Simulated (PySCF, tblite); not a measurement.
C₅H₁₁F₃NP.
Geometry (GFN2-xTB, Å), atoms numbered from 1 in this order:
```xyz
21
C5H11F3NP angstrom
C     -1.8151   -0.7214    1.1505
N     -1.2304   -0.3301   -0.1131
C     -2.2395    0.1035   -1.0583
C     -0.1980    0.6660    0.0671
P      1.2620   -0.1470    0.9030
C      1.7038   -1.3457   -0.4215
C      2.4922    1.2013    0.3947
F      2.5314    1.4636   -0.9254
F      3.7426    0.8737    0.7481
F      2.2034    2.3644    0.9989
H     -1.0240   -1.0952    1.8033
H     -2.3236    0.1110    1.6592
H     -2.5340   -1.5209    0.9795
H     -1.7670    0.3307   -2.0127
H     -2.7878    0.9936   -0.7153
H     -2.9505   -0.7074   -1.2085
H      0.1122    1.0371   -0.9157
H     -0.5283    1.5246    0.6801
H      1.7322   -0.8673   -1.3996
H      2.6692   -1.7964   -0.1945
H      0.9404   -2.1212   -0.4201
```

Level of theory: PBE0/pcSseg-1 in PySCF (dipole) on a GFN2-xTB geometry, gas phase.

Take the most abundant isotopes and a rigid rotor. The values belong to one conformer with, in the numbering `[CH3:1][N:2]([CH3:3])[CH2:4][P:5]([CH3:6])[C:7]([F:8])([F:9])[F:10]`, C1–N2–C4–P5 70°, N2–C4–P5–C6 64°.

What are A, B and C (GHz)?

Ia = 246.68, Ib = 799.19, Ic = 834.51 u·Å²; 505379 MHz·u·Å²/I gives 2049, 632.4 and 605.6 MHz, that is A = 2.0488, B = 0.6324, C = 0.6056 GHz.

What kind of rotor is it?

A near-prolate asymmetric top; Ray's κ = -0.963.

What does the inertial defect say?

Not planar: Δ = Ic − Ia − Ib = -211.35 u·Å². For a rigid frame Δ = −2 Σ m c², so Σ m c² = 105.68 u·Å² lies off the ab plane: 18.44 from hydrogen and 87.24 from heavier atoms. The atom farthest from that plane is 1.90 Å away.

Give the other two planar moments, Paa and Pbb, and the rms extents of the mass along the axes.

Paa = Σ m a² = (Ib + Ic − Ia)/2 = 693.51 and Pbb = Σ m b² = (Ia + Ic − Ib)/2 = 141.00 u·Å². With the mass M = 173.06 u, the rms extents √(P/M) along a, b and c are 2.00, 0.90, 0.78 Å.

Where do the levels up to J = 5 lie, in MHz?

Above 0(0,0):
J = 1: 1(0,1) 1238, 1(1,1) 2654, 1(1,0) 2681
J = 2: 2(0,2) 3714, 2(1,2) 5104, 2(1,1) 5184, 2(2,1) 9433, 2(2,0) 9433
J = 3: 3(0,3) 7426, 3(1,3) 8777, 3(1,2) 8938, 3(2,2) 13147, 3(2,1) 13149, 3(3,1) 20296, 3(3,0) 20296
J = 4: 4(0,4) 12374, 4(1,4) 13675, 4(1,3) 13942, 4(2,3) 18098, 4(2,2) 18104, 4(3,2) 25249, 4(3,1) 25249, 4(4,1) 35256, 4(4,0) 35256
J = 5: 5(0,5) 18556, 5(1,5) 19796, 5(1,4) 20197, 5(2,4) 24287, 5(2,3) 24301, 5(3,3) 31440, 5(3,2) 31440, 5(4,2) 41447, 5(4,1) 41447, 5(5,1) 54314, 5(5,0) 54314

Predict some low-J microwave lines.

The dipole components are |μa| = 2.81 D, |μb| = 0.20 D, |μc| = 0.64 D. The squared components, which scale the intensities, stand as 1.00 : 0.01 : 0.05 (a : b : c). Some lines, for components of 0.1 D or more:

```json
{"type": "c", "branch": "Q", "J(Ka,Kc)": "4(1,4) ← 4(0,4)", "MHz": "1301", "lower level (cm⁻¹)": "0.413"}
{"type": "c", "branch": "Q", "J(Ka,Kc)": "3(1,3) ← 3(0,3)", "MHz": "1351", "lower level (cm⁻¹)": "0.248"}
{"type": "a", "branch": "R", "J(Ka,Kc)": "2(1,2) ← 1(1,1)", "MHz": "2449", "lower level (cm⁻¹)": "0.089"}
{"type": "b", "branch": "R", "J(Ka,Kc)": "2(1,2) ← 1(0,1)", "MHz": "3866", "lower level (cm⁻¹)": "0.041"}
{"type": "c", "branch": "Q", "J(Ka,Kc)": "2(2,1) ← 2(1,1)", "MHz": "4249", "lower level (cm⁻¹)": "0.173"}
{"type": "b", "branch": "Q", "J(Ka,Kc)": "2(2,0) ← 2(1,1)", "MHz": "4250", "lower level (cm⁻¹)": "0.173"}
{"type": "a", "branch": "R", "J(Ka,Kc)": "4(2,3) ← 3(2,2)", "MHz": "4952", "lower level (cm⁻¹)": "0.439"}
{"type": "a", "branch": "R", "J(Ka,Kc)": "4(3,2) ← 3(3,1)", "MHz": "4953", "lower level (cm⁻¹)": "0.677"}
{"type": "b", "branch": "R", "J(Ka,Kc)": "3(1,3) ← 2(0,2)", "MHz": "5064", "lower level (cm⁻¹)": "0.124"}
{"type": "c", "branch": "R", "J(Ka,Kc)": "2(2,1) ← 1(1,1)", "MHz": "6779", "lower level (cm⁻¹)": "0.089"}
{"type": "b", "branch": "Q", "J(Ka,Kc)": "4(4,1) ← 4(3,2)", "MHz": "10008", "lower level (cm⁻¹)": "0.842"}
{"type": "b", "branch": "R", "J(Ka,Kc)": "4(3,2) ← 3(2,1)", "MHz": "12100", "lower level (cm⁻¹)": "0.439"}
{"type": "c", "branch": "R", "J(Ka,Kc)": "4(4,0) ← 3(3,0)", "MHz": "14960", "lower level (cm⁻¹)": "0.677"}
{"type": "b", "branch": "R", "J(Ka,Kc)": "4(4,0) ← 3(3,1)", "MHz": "14960", "lower level (cm⁻¹)": "0.677"}
```

Estimate the classical rotational partition function at 10 K, 25 K and 500 K.

Point group C1, symmetry number σ = 1; q = (√π/σ)·√((kT/h)³/(ABC)), k/h = 20836.6 MHz/K: 6020 at 10 K, 23800 at 25 K, 2130000 at 500 K.

Its GFN2-xTB frequencies are all real (lowest 34 cm⁻¹). These are rigid-rotor constants of the computed structure; measured ground-state constants (B0) also hold zero-point vibration. A rigid rotor knows nothing of internal rotation, which can split or shift real lines. Quadrupole hyperfine structure (14N) is left out.
